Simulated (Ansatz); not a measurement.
Relaxation of [SiMe3]- (C₃H₉Si⁻) with RKS PBE0-D4/def2-SVPD.

```sh
$ ansatz run in.yaml --threads 4 --pin off --events-out ev --progress --plain --max-ram 3916MiB
```

```yaml
crystal:
  periodic: [false, false, false]
  atoms:
    - {symbol: Si, position_ang: [0.001810, 0.001910, 0.943490]}
    - {symbol: C, position_ang: [1.706020, -0.006050, 0.049220]}
    - {symbol: H, position_ang: [2.295960, 0.865660, 0.341850]}
    - {symbol: H, position_ang: [1.641190, -0.000700, -1.046400]}
    - {symbol: H, position_ang: [2.283490, -0.888150, 0.334540]}
    - {symbol: C, position_ang: [-0.846430, 1.479160, 0.047540]}
    - {symbol: H, position_ang: [-0.821690, 1.418000, -1.048180]}
    - {symbol: H, position_ang: [-0.372500, 2.422220, 0.329000]}
    - {symbol: H, position_ang: [-1.895410, 1.552970, 0.342670]}
    - {symbol: C, position_ang: [-0.858530, -1.472790, 0.055060]}
    - {symbol: H, position_ang: [-1.911560, -1.529130, 0.340510]}
    - {symbol: H, position_ang: [-0.400570, -2.419360, 0.351380]}
    - {symbol: H, position_ang: [-0.821790, -1.423750, -1.040680]}
basis:
  gaussian: {orbitals: def2-SVPD}
total_charge: -1
hamiltonian: {xc: pbe0, dispersion: d4}
scf: {lower_state_search: "off"}
output: {orbitals: {seedname: orbitals}}
relax: {f_tol: 0.02, max_steps: 100}
```

Hardware: 4 threads of Arm Neoverse V1 on a shared host. Wall time 10 s.

Positions (Å) and forces (eV/Å) at steps 1, 2, 4, 5 of 5:

```xyz
13
step=1 energy=-11123.8266 eV
Si    0.002    0.002    0.943    0.001    0.006    0.947
C     1.706   -0.006    0.049   -0.029    0.007   -0.088
H     2.296    0.866    0.342    0.210    0.296    0.118
H     1.641   -0.001   -1.046   -0.080    0.000   -0.464
H     2.283   -0.888    0.335    0.212   -0.308    0.117
C    -0.846    1.479    0.048    0.014   -0.027   -0.092
H    -0.822    1.418   -1.048    0.040   -0.072   -0.459
H    -0.372    2.422    0.329    0.161    0.333    0.117
H    -1.895    1.553    0.343   -0.372    0.036    0.121
C    -0.859   -1.473    0.055    0.016    0.017   -0.083
H    -1.912   -1.529    0.341   -0.365   -0.026    0.116
H    -0.401   -2.419    0.351    0.152   -0.329    0.119
H    -0.822   -1.424   -1.041    0.041    0.068   -0.467
13
step=2 energy=-11123.8819 eV
Si    0.001    0.003    1.026    0.000   -0.001    0.142
C     1.683   -0.007    0.055    0.166    0.007   -0.035
H     2.290    0.872    0.323    0.085    0.080    0.006
H     1.562   -0.005   -1.047   -0.065    0.000   -0.028
H     2.279   -0.894    0.321    0.086   -0.086    0.008
C    -0.836    1.460    0.054   -0.083    0.142   -0.039
H    -0.780    1.352   -1.049    0.032   -0.056   -0.025
H    -0.365    2.421    0.315    0.031    0.117    0.008
H    -1.900    1.546    0.324   -0.113    0.033    0.008
C    -0.847   -1.453    0.061   -0.085   -0.146   -0.033
H    -1.913   -1.523    0.326   -0.115   -0.032    0.007
H    -0.390   -2.418    0.333    0.028   -0.113    0.008
H    -0.784   -1.354   -1.042    0.033    0.056   -0.028
13
step=4 energy=-11123.8938 eV
Si    0.001    0.003    1.050    0.000    0.000    0.026
C     1.693   -0.007    0.062    0.009    0.000   -0.005
H     2.307    0.877    0.308    0.000   -0.003   -0.001
H     1.530   -0.007   -1.036    0.007    0.000   -0.003
H     2.298   -0.897    0.310    0.000    0.003   -0.001
C    -0.840    1.470    0.061   -0.005    0.008   -0.004
H    -0.762    1.326   -1.037   -0.003    0.006   -0.003
H    -0.371    2.439    0.304   -0.003   -0.002   -0.001
H    -1.912    1.560    0.310    0.003    0.002   -0.001
C    -0.853   -1.462    0.068   -0.005   -0.008   -0.004
H    -1.926   -1.540    0.315    0.003   -0.002   -0.001
H    -0.394   -2.435    0.318   -0.003    0.002   -0.001
H    -0.770   -1.326   -1.031   -0.003   -0.006   -0.003
13
step=5 energy=-11123.8939 eV
Si    0.001    0.003    1.048    0.000    0.000    0.001
C     1.694   -0.007    0.062   -0.001    0.000   -0.005
H     2.308    0.877    0.308    0.001    0.001    0.001
H     1.536   -0.008   -1.037    0.000    0.000    0.002
H     2.299   -0.897    0.311    0.001    0.000    0.001
C    -0.841    1.471    0.060    0.001   -0.001   -0.004
H    -0.764    1.332   -1.039    0.000    0.000    0.002
H    -0.372    2.440    0.305    0.000    0.001    0.001
H    -1.912    1.561    0.310   -0.001    0.001    0.001
C    -0.854   -1.464    0.067    0.000    0.001   -0.004
H    -1.926   -1.542    0.317   -0.001   -0.001    0.001
H    -0.395   -2.436    0.319    0.000   -0.001    0.001
H    -0.775   -1.331   -1.032    0.000    0.000    0.002
```

The highest occupied level of the charge -1 singlet lies above zero (up to 0.47 eV). By energy differences its removal costs 1.33 eV (vertical, to the charge 0 doublet, at PBE0-D4/def2-TZVPD).
